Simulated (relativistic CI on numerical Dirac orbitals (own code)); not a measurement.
# How well does a small relativistic CI reproduce Cs III?

Computed by Dirac-Coulomb-Breit CI, separate exchange-only KLI orbitals for each configuration, model QED, valence Slater integrals scaled by 0.85, P86 correlation estimate, and configurations built on the next ion tied to the tabulated ionisation energy (semi-empirical) (own radial code, finite nucleus).

CI space (outside the closed core [Kr] 4d10): 5s2 5p5, 5s2 5p4 5d, 5s2 5p4 6s, 5s2 5p4 6p, 5s2 5p4 6d, 5s2 5p4 7s, 5s2 5p4 5f, 5s2 5p4 6f, 5s 5p6, 5s2 5p3 5d2, 5s 5p5 5d, 5s2 5p3 4f2, 5s2 5p4 4f, 5s2 5p4 7p, 5s2 5p3 5f2, 5s 5p5 5f, 5s2 5p4 7d, 5s2 5p4 5g, 5s2 5p4 7f, 5s2 5p3 4f 5d, 5p5 5d2, 5s2 5p3 5d 5f, 5s 5p5 6s, 5s 5p4 5d 6s. Levels of other configurations are missing.

```
Configuration  Term (tabulated)    J  Measured (cm⁻¹)  Computed  Error  Purity (%)
      5s2 5p5               2P°  3/2              0.0         0      0          97
      5s2 5p5               2P°  1/2          13847.4     13670   -178          97
   5s2 5p4 5d                4D  5/2         120425.1    118770  -1655          78
   5s2 5p4 5d                4D  7/2         120782.6    119028  -1755          81
   5s2 5p4 5d                4F  9/2         125926.8    124308  -1619          85
   5s2 5p4 6s                4P  5/2         133343.0    131714  -1629          59
   5s2 5p4 5d                4F  5/2         135081.1    133806  -1275          82
   5s2 5p4 5d                4F  3/2         135747.9    134538  -1210          79
   5s2 5p4 5d                2G  9/2         144868.7    143996   -873          85
   5s2 5p4 6s                4P  1/2         145443.2    144898   -545          77
   5s2 5p4 6s                2P  1/2         150467.3    149668   -799          87
   5s2 5p4 6s              2D †  5/2         156698.5    156331   -367          84
   5s2 5p4 6s              2D †  3/2         156820.3    156652   -168          79
   5s2 5p4 6s                2S  1/2         179561.5    179509    -53          55
```

Measured levels from Sansonetti, J. Phys. Chem. Ref. Data 38, 761 (2009); LS terms from a parametric fit; pairs were made by configuration, J and term (by order where the table uses no LS term), so strongly mixed levels may be paired wrongly. Some J values or terms of the table were assigned by a fit.

Mean error by configuration (cm⁻¹): 5s2 5p5 -178; 5s2 5p4 5d -1398; 5s2 5p4 6s -757. Over the excited levels the mean absolute error is 1054 cm⁻¹ (13 of the 37 excited levels that our extract of the source holds in range could be paired, and the others can miss by more), and the median relative error of those above 1,000 cm⁻¹ is 0.94 %. † marks terms whose computed intervals miss the measured ones by more than a factor of 2.5, or configurations far off the rest, from wrong mixing, a near crossing or a doubtful label or measurement; they are left out of the means.
